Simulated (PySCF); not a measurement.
Molecule: `C=C[Si](C)(C)C`, C5H12Si.

Numbering as in the mapped SMILES `[CH2:1]=[CH:2][Si:3]([CH3:4])([CH3:5])[CH3:6]`. Hydrogens are named by the atom that carries them. Ha(C1) is cis to Si3; Hb(C1) is trans to Si3.

Geometry PBE0-D3(BJ)/def2-SVP throughout; GIAO in PySCF 2.14.0 with density-fitted response routines, gas phase, one conformer, non-relativistic; equivalent atoms averaged; functional PBE0.

**Question.** How do the shifts δ (against TMS at the same level) depend on the basis set? (ppm; last column core-seconds on shared hosts with different chips, so compare them loosely)

**Answer.** 
```
    basis set  functions     C2     C1  C4/C5/C6   Si3  H(C2)  Hb(C1)  Ha(C1)  H(C4)/H(C5)/H(C6)  core-s
       STO-3G         46  114.9  113.0      -0.5  -6.5   5.76    5.67    5.39               0.10     3.7
        6-31G         82  136.0  130.0      -1.4   0.1   6.54    6.39    6.26               0.08     7.1
     pcSseg-0         82  148.2  147.1      -1.5  -5.1   6.37    6.48    6.23               0.09      14
       6-31G*        112  132.8  128.6      -1.3  -2.0   6.33    6.03    5.89               0.05      10
     def2-SVP        148  139.1  131.9      -1.4  -5.8   6.33    6.05    5.82               0.07      12
      cc-pVDZ        148  139.6  132.4      -1.3  -6.5   6.38    6.16    5.94               0.08      32
     pcSseg-1        169  149.2  140.5      -1.6  -6.2   6.38    6.18    5.93               0.09      18
6-311+G(2d,p)        242  147.6  137.0      -1.6  -6.4   6.55    6.26    5.99               0.06      28
  aug-cc-pVDZ        250  140.8  131.2      -1.6  -4.7   6.63    6.39    6.10               0.07      71
    def2-TZVP        264  148.8  138.6      -1.6  -6.5   6.57    6.26    6.02               0.06      33
```

**Question.** Which nucleus moves most, in ppm?

**Answer.** C2 (alkene CH): from 114.9 ppm with STO-3G to 149.2 ppm with pcSseg-1. The smallest spread is 0.05 ppm, at H(C4)/H(C5)/H(C6). Proton shifts span only some 12 ppm, so a few tenths of a ppm matter as much there as several ppm in carbon.

**Question.** Taking the largest basis, def2-TZVP (264 functions), as the yardstick, rank the others by their worst heavy-atom deviation.

**Answer.** 6-311+G(2d,p) 1.6 ppm (242 functions), pcSseg-1 1.9 ppm (169 functions), aug-cc-pVDZ 8.0 ppm (250 functions), pcSseg-0 8.5 ppm (82 functions), cc-pVDZ 9.2 ppm (148 functions), def2-SVP 9.7 ppm (148 functions), 6-31G 12.9 ppm (82 functions), 6-31G* 16.0 ppm (112 functions), STO-3G 33.9 ppm (46 functions).

A small basis that lands close on one nucleus may do so by chance; judge by the trend and by all nuclei.
